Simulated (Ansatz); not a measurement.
Geometry optimisation, RKS LDA/def2-SVPD in Ansatz 0.2.0.

input.yaml

```yaml
crystal:
  periodic: [false, false, false]
  atoms:
    - { symbol: W, position_ang: [0.0, 0.0, 0.0] }
    - { symbol: H, position_ang: [0.9528, 0.0, 1.6669] }
    - { symbol: H, position_ang: [1.6669, 0.0, 0.9528] }
    - { symbol: H, position_ang: [0.0, 1.72, 0.0] }
    - { symbol: H, position_ang: [-1.72, 0.0, 0.0] }
    - { symbol: H, position_ang: [0.0, -1.72, 0.0] }
    - { symbol: F, position_ang: [0.0, 0.0, -1.85] }
basis:
  gaussian: { orbitals: def2-SVPD }
hamiltonian:
  xc: lda
relax:
  f_tol: 0.15
  max_steps: 25
  restrain:
    - { distance: [1, 2], at: 0.66, k: 30.0 }
    - { distance: [0, 1], at: 2.92, k: 30.0 }
    - { distance: [0, 2], at: 2.92, k: 30.0 }
```

Command:

```bash
$ ansatz run input.yaml --threads 2 --pin off --max-ram 3072MiB --backend cpu --events-out ev --progress --plain --runs-dir out
```

Question: Where does it end, and by what steps?

Answer: It converged. The restraints hold the end off the free minimum; the threshold counts their pulls, which the force column leaves out. Restrained pairs: H2–H3 (1.01 → 0.74 Å), W1–H2 (1.92 → 2.91 Å), W1–H3 (1.92 → 2.91 Å). After 21 steps the energy has fallen by 2.257 eV (the restraints' own energy left out); H2 moved furthest, 1.00 Å.

```json
{"step": "0", "energy less start (eV)": "0.0000", "largest force component (eV/Å)": "7.169", "accepted": "yes"}
{"step": "1", "energy less start (eV)": "-0.7431", "largest force component (eV/Å)": "2.463", "accepted": "yes"}
{"step": "2", "energy less start (eV)": "-0.5283", "largest force component (eV/Å)": "7.943", "accepted": "yes"}
{"step": "3", "energy less start (eV)": "-1.0966", "largest force component (eV/Å)": "4.659", "accepted": "yes"}
{"step": "4", "energy less start (eV)": "-1.8554", "largest force component (eV/Å)": "1.522", "accepted": "yes"}
{"step": "5", "energy less start (eV)": "-2.1370", "largest force component (eV/Å)": "1.687", "accepted": "yes"}
{"step": "6", "energy less start (eV)": "-2.1539", "largest force component (eV/Å)": "1.648", "accepted": "yes"}
{"step": "7", "energy less start (eV)": "-2.1620", "largest force component (eV/Å)": "1.654", "accepted": "yes"}
{"step": "8", "energy less start (eV)": "-2.1690", "largest force component (eV/Å)": "1.611", "accepted": "yes"}
{"step": "9", "energy less start (eV)": "-2.2361", "largest force component (eV/Å)": "0.336", "accepted": "no"}
{"step": "10", "energy less start (eV)": "-2.1917", "largest force component (eV/Å)": "1.363", "accepted": "yes"}
{"step": "11", "energy less start (eV)": "-2.2230", "largest force component (eV/Å)": "0.990", "accepted": "no"}
{"step": "12", "energy less start (eV)": "-2.1912", "largest force component (eV/Å)": "1.449", "accepted": "yes"}
{"step": "13", "energy less start (eV)": "-2.1963", "largest force component (eV/Å)": "1.422", "accepted": "yes"}
{"step": "14", "energy less start (eV)": "-2.2192", "largest force component (eV/Å)": "1.175", "accepted": "yes"}
{"step": "15", "energy less start (eV)": "-2.2632", "largest force component (eV/Å)": "0.845", "accepted": "no"}
{"step": "16", "energy less start (eV)": "-2.2189", "largest force component (eV/Å)": "1.266", "accepted": "yes"}
{"step": "17", "energy less start (eV)": "-2.2276", "largest force component (eV/Å)": "1.475", "accepted": "yes"}
{"step": "18", "energy less start (eV)": "-2.2419", "largest force component (eV/Å)": "1.665", "accepted": "yes"}
{"step": "19", "energy less start (eV)": "-2.2543", "largest force component (eV/Å)": "1.807", "accepted": "yes"}
{"step": "20", "energy less start (eV)": "-2.2404", "largest force component (eV/Å)": "2.010", "accepted": "no"}
{"step": "21", "energy less start (eV)": "-2.2574", "largest force component (eV/Å)": "2.079", "accepted": "yes"}
```

```xyz
7
Properties=species:S:1:pos:R:3
W -0.274 0.000 -0.395
H 1.862 0.399 1.542
H 1.971 -0.319 1.430
H -0.383 1.440 0.523
H -1.940 -0.083 -0.586
H -0.395 -1.494 0.425
F 0.058 0.057 -2.170
```

The run took 30 s on 2 threads of Arm Neoverse V1, on a shared host, peak memory 0.16 GiB.
